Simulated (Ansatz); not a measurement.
Cartesian coordinates (Å):
```xyz
9

Zn     0.0000     0.0000     0.0000
C     -1.5336     0.8104    -0.8845
H     -1.8227     0.2448    -1.7951
H     -1.3179     1.8541    -1.1957
H     -2.4195     0.8392    -0.2157
C      1.5336    -0.8104     0.8845
H      1.2257    -1.6492     1.5435
H      2.0748    -0.0737     1.5147
H      2.2596    -1.2152     0.1483
```
Charge 0, spin multiplicity 1.

These are frozen-core CCSD(T)/def2-TZVPP // PBE-D3(BJ)/def2-SVP in Ansatz (a quantum-chemistry and plane-wave program) values and carry that method's errors.

```yaml
HF energy: -1857.03941 Ha
MP2 correlation energy: -1.21774 Ha
```

Q: Estimate the CCSD correlation energy, the (T) correction, the total energy and the T1 diagnostic.

A: 
The CCSD correlation energy is -1.16101 Ha. The (T) correction is -0.03358 Ha, the CCSD(T) total energy comes out as -1858.23399 Ha and the T1 diagnostic is 0.013.
